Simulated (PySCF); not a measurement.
C3H9FOSi.

```xyz
15

C      3.0919    -0.5486    -0.1437
C      1.8290     0.1274    -0.6155
O      1.0360     0.4350     0.5026
C     -0.2289     0.9807     0.1851
Si    -1.4592    -0.4497     0.2456
F     -2.9202     0.0377    -0.2926
H      3.6377     0.1032     0.5541
H      3.7493    -0.7781    -0.9950
H      2.8563    -1.4874     0.3788
H      2.0684     1.0567    -1.1729
H      1.2781    -0.5298    -1.3188
H     -0.4798     1.7406     0.9444
H     -0.2250     1.5030    -0.7906
H     -0.9936    -1.5637    -0.6275
H     -1.6208    -0.9249     1.6467
```

Geometry: PBE0-D3(BJ)/def2-SVP. This is a generated structure with no PubChem entry under its InChIKey; it may be hypothetical. The values are those of a single conformer.

Method: PBE/pcSseg-1 (PySCF). Non-relativistic, no solvent.

Task: Give the absolute GIAO shielding of each atom: isotropic value and principal components (ppm). (Estimate from the structure and the level; the computed values follow.)

Result: 
| atom | σ(iso) | σ11 | σ22 | σ33 | span |
|---|---|---|---|---|---|
| C1 | 162.6 | 147.3 | 160.0 | 180.6 | 33.3 |
| C2 | 106.7 | 66.8 | 94.0 | 159.5 | 92.7 |
| O3 | 324.4 | 261.6 | 327.5 | 384.0 | 122.4 |
| C4 | 120.1 | 83.2 | 89.3 | 187.8 | 104.5 |
| Si5 | 348.3 | 298.7 | 329.3 | 417.0 | 118.3 |
| F6 | 381.4 | 358.3 | 379.6 | 406.2 | 47.9 |
| H7 | 29.9 | 26.4 | 28.0 | 35.3 | 8.9 |
| H8 | 30.3 | 26.7 | 27.5 | 36.7 | 10.0 |
| H9 | 30.0 | 26.2 | 28.7 | 35.1 | 8.8 |
| H10 | 27.9 | 24.3 | 27.1 | 32.2 | 7.9 |
| H11 | 27.9 | 23.9 | 28.1 | 31.5 | 7.6 |
| H12 | 27.2 | 23.2 | 25.8 | 32.6 | 9.4 |
| H13 | 28.1 | 24.5 | 27.0 | 32.7 | 8.2 |
| H14 | 26.1 | 22.6 | 26.1 | 29.5 | 7.0 |
| H15 | 26.1 | 22.8 | 25.3 | 30.3 | 7.5 |
